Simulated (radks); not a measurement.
Task: These are the eigenvalues of the occupied orbitals of an atom or ion with whole-number occupations (eV). Method: non-relativistic Kohn-Sham, SCAN, spin-unpolarised, spherical densities, point nucleus; meta-GGA in the generalised Kohn-Sham scheme; computed with a radial shooting solver on a logarithmic mesh with Libxc functionals.

| orbital | eigenvalue |
|---|---|
| 1s | -5599.303 |
| 2s | -843.7301 |
| 2p | -749.7660 |
| 3s | -268.6108 |
| 3p | -240.1172 |

Which element is it, and in what charge state? The configuration may be excited.

Result: Z = 23, vanadium, charge +10: V10+ in [Ne] 3s2 3p1. The list shows which subshells hold electrons but not how many an open one holds; the 1s level, -205.77 hartree, gives Z - s = 20.3 by -(Z - s)^2/2, which with screening narrows Z to a few neighbours, and the depths of the outer levels then fix element, charge and occupations together.
